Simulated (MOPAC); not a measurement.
Input file for MOPAC: AM1 on C2H6InN (SMILES C=[CH][InH][NH2]), a point of a torsion scan.

```
AM1 1SCF PRECISE CHARGE=0 THREADS=1
C2H6InN

C     -1.72713827 1    -0.76358066 1     0.29360946 1
C     -1.38961536 1     0.49415623 1     0.07761264 1
In     0.74204640 1     1.07838586 1    -0.17015057 1
N      2.33444357 1    -0.22138078 1    -0.21390291 1
H     -0.98221381 1    -1.55175994 1     0.34823256 1
H     -2.75345950 1    -1.08593851 1     0.42860723 1
H     -2.14861901 1     1.26549788 1     0.02654065 1
H      1.17229977 1     2.74808925 1    -0.37425096 1
H      2.11167372 1    -1.14173056 1    -0.58269796 1
H      2.80986789 1    -0.36845600 1     0.67025563 1
```

Program output:

```
*******************************************************************************
 **                                                                           **
 **                              MOPAC v23.2.5                                **
 **                                                                           **
 *******************************************************************************
 ** MOPAC's Digital Object Identifier: https://doi.org/10.5281/zenodo.6511958 **
 **                                                                           **
 ** Please cite the open-source release paper for use of this MOPAC version:  **
 ** J. E. Moussa and J. J. P. Stewart (2026)                                  **
 ** MOPAC: An open-source semiempirical molecular orbital program             **
 ** J. Open Source Softw., 11(119), 8025, https://doi.org/10.21105/joss.08025 **
 *******************************************************************************

                              AM1 CALCULATION RESULTS

 *******************************************************************************
 *  AM1        - The AM1 Hamiltonian to be used
 *
 *
 *
 *                 CHARGE ON SYSTEM = 0
 *
 *
 *
 *  PRECISE    - TIGHTER CRITERIA TO BE USED
 *  1SCF       - DO 1 SCF AND THEN STOP
 *  THREADS=1  - MULTI-THREADING NOT USED
 *  T=         - A TIME OF 172800.0 SECONDS REQUESTED
 *  DUMP=N     - RESTART FILE WRITTEN EVERY 7200.0 SECONDS REQUESTED
 *******************************************************************************
AM1 1SCF PRECISE CHARGE=0 THREADS=1
 C2H6InN

   ATOM   CHEMICAL          X               Y               Z
  NUMBER   SYMBOL      (ANGSTROMS)     (ANGSTROMS)     (ANGSTROMS)

     1       C         -1.72713827  *  -0.76358066  *   0.29360946  *
     2       C         -1.38961536  *   0.49415623  *   0.07761264  *
     3      In          0.74204640  *   1.07838586  *  -0.17015057  *
     4       N          2.33444357  *  -0.22138078  *  -0.21390291  *
     5       H         -0.98221381  *  -1.55175994  *   0.34823256  *
     6       H         -2.75345950  *  -1.08593851  *   0.42860723  *
     7       H         -2.14861901  *   1.26549788  *   0.02654065  *
     8       H          1.17229977  *   2.74808925  *  -0.37425096  *
     9       H          2.11167372  *  -1.14173056  *  -0.58269796  *
    10       H          2.80986789  *  -0.36845600  *   0.67025563  *



          CARTESIAN COORDINATES

    NO.       ATOM           X           Y           Z

     1         C         -1.7271     -0.7636      0.2936
     2         C         -1.3896      0.4942      0.0776
     3        In          0.7420      1.0784     -0.1702
     4         N          2.3344     -0.2214     -0.2139
     5         H         -0.9822     -1.5518      0.3482
     6         H         -2.7535     -1.0859      0.4286
     7         H         -2.1486      1.2655      0.0265
     8         H          1.1723      2.7481     -0.3743
     9         H          2.1117     -1.1417     -0.5827
    10         H          2.8099     -0.3685      0.6703

  H: (AM1): M.J.S. DEWAR ET AL, J. AM. CHEM. SOC. 107 3902-3909 (1985)
  C: (AM1): M.J.S. DEWAR ET AL, J. AM. CHEM. SOC. 107 3902-3909 (1985)
  N: (AM1): M.J.S. DEWAR ET AL, J. AM. CHEM. SOC. 107 3902-3909 (1985)
 In: (AM1): J. J. P. STEWART, J. MOL. MOD., 10, 155-164 (2004)

           Empirical Formula: C2 H6 N In  =    10 atoms



      MOLECULAR POINT GROUP   :   C1


      RHF CALCULATION, NO. OF DOUBLY OCCUPIED LEVELS = 11


 -------------------------------------------------------------------------------
 AM1 1SCF PRECISE CHARGE=0 THREADS=1
 C2H6InN



     1SCF WAS SPECIFIED, SO BFGS WAS NOT USED
     SCF FIELD WAS ACHIEVED


                              AM1 CALCULATION
                                                       MOPAC v23.2.5 Linux




          FINAL HEAT OF FORMATION =         74.90578 KCAL/MOL =     313.40577 KJ/MOL


          COSMO AREA              =        126.94 SQUARE ANGSTROMS
          COSMO VOLUME            =        111.90 CUBIC ANGSTROMS

          IONIZATION POTENTIAL    =          9.148492 EV
          HOMO LUMO ENERGIES (EV) =         -9.148 -1.251
          NO. OF FILLED LEVELS    =         11
          MOLECULAR WEIGHT        =        158.8961         POINT GROUP:  C1

          MOLECULAR DIMENSIONS (Angstroms)

            Atom       Atom       Distance
            H    10    H     6     5.61460
            H     8    H     5     4.07591
            H     9    H     7     1.36319


          SCF CALCULATIONS        =          1





   ATOM   CHEMICAL          X               Y               Z
  NUMBER   SYMBOL      (ANGSTROMS)     (ANGSTROMS)     (ANGSTROMS)

     1       C         -1.72713827  *  -0.76358066  *   0.29360946  *
     2       C         -1.38961536  *   0.49415623  *   0.07761264  *
     3      In          0.74204640  *   1.07838586  *  -0.17015057  *
     4       N          2.33444357  *  -0.22138078  *  -0.21390291  *
     5       H         -0.98221381  *  -1.55175994  *   0.34823256  *
     6       H         -2.75345950  *  -1.08593851  *   0.42860723  *
     7       H         -2.14861901  *   1.26549788  *   0.02654065  *
     8       H          1.17229977  *   2.74808925  *  -0.37425096  *
     9       H          2.11167372  *  -1.14173056  *  -0.58269796  *
    10       H          2.80986789  *  -0.36845600  *   0.67025563  *

                             CARTESIAN COORDINATES

   1    C       -1.727138270    -0.763580660     0.293609460
   2    C       -1.389615360     0.494156230     0.077612640
   3   In        0.742046400     1.078385860    -0.170150570
   4    N        2.334443570    -0.221380780    -0.213902910
   5    H       -0.982213810    -1.551759940     0.348232560
   6    H       -2.753459500    -1.085938510     0.428607230
   7    H       -2.148619010     1.265497880     0.026540650
   8    H        1.172299770     2.748089250    -0.374250960
   9    H        2.111673720    -1.141730560    -0.582697960
  10    H        2.809867890    -0.368456000     0.670255630


           Empirical Formula: C2 H6 N In  =    10 atoms



      MOLECULAR POINT GROUP   :   C1


                  EIGENVALUES
 -33.26980 -31.28254 -21.30573 -16.15617 -15.50496 -14.98047 -13.53026 -11.73714
 -10.59770 -10.34565  -9.14849  -1.25110  -0.05204   1.55963   1.61547   1.84675
   4.39231   4.86333   5.43381   5.60380   5.91254   6.30865


              NET ATOMIC CHARGES AND DIPOLE CONTRIBUTIONS

  ATOM NO.   TYPE          CHARGE      No. of ELECS.   s-Pop       p-Pop
    1          C          -0.185017        4.1850     1.24101     2.94400
    2          C          -0.263911        4.2639     1.27178     2.99213
    3         In           0.288377        2.7116     1.28308     1.42854
    4          N          -0.477124        5.4771     1.58368     3.89344
    5          H           0.098501        0.9015     0.90150
    6          H           0.105383        0.8946     0.89462
    7          H           0.113433        0.8866     0.88657
    8          H           0.045647        0.9544     0.95435
    9          H           0.127380        0.8726     0.87262
   10          H           0.147331        0.8527     0.85267
 DIPOLE           X         Y         Z       TOTAL
 POINT-CHG.    -0.517     1.102     0.327     1.261
 HYBRID        -0.268    -1.815     0.393     1.877
 SUM           -0.786    -0.713     0.721     1.283


          ATOMIC ORBITAL ELECTRON POPULATIONS

     Atom    s        px        py        pz
    1  C   1.24101   1.00219   0.96701   0.97481
    2  C   1.27178   1.03774   0.97267   0.98172
    3 In   1.28308   0.59438   0.67826   0.15591
    4  N   1.58368   1.40054   1.20527   1.28763
    5  H   0.90150
    6  H   0.89462
    7  H   0.88657
    8  H   0.95435
    9  H   0.87262
   10  H   0.85267

 **********************
 *                    *
 * JOB ENDED NORMALLY *
 *                    *
 **********************




 == MOPAC DONE ==
```

The run finished.

Cost: about 0.05 core-seconds (a rough figure).
